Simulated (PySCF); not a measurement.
C4H2BrCl, SMILES C(/Br)(=C\Cl)C#C. Heavy atoms are numbered as in [CH:1]#[C:2]/[C:3]([Br:4])=[CH:5]\[Cl:6]. Hydrogens are named by the atom that carries them.

The structure is a stationary point at ωB97X-D3(BJ)/def2-SVP. The structure was generated by enumeration; whether it is a known compound was not checked.

The numbers are results of PBE/def2-TZVP in PySCF, not measurements.

Atomic charges (e), one atom of each kind:

| atom | meta-Löwdin | Löwdin |
|---|---|---|
| C1 (CH) | -0.17 | -0.05 |
| C2 | -0.03 | -0.11 |
| C3 | ? | -0.46 |
| Br4 | 0.02 | 0.39 |
| C5 (CH) | ? | -0.47 |
| Cl6 | 0.02 | 0.43 |
| H on C1 | ? | 0.13 |
| H on C5 | ? | 0.14 |

**Question.** What belongs in the gaps? (An estimate is asked for; the answer gives what the named calculation found.)

**Answer.** 
- C3, meta-Löwdin: -0.04
- C5 (CH), meta-Löwdin: -0.13
- H on C1, meta-Löwdin: 0.18
- H on C5, meta-Löwdin: 0.15

**Question.** Give the Mayer and Wiberg (Löwdin basis) orders of the bonds. (The exact figures need the calculation; the answer reports its results.)

**Answer.** 
```csv
bond,Mayer,Wiberg
C1–C2,2.59,2.86
C2–C3,1.19,1.34
C3–Br4,1.09,1.55
C3–C5,1.76,1.92
C5–Cl6,1.18,1.78
```
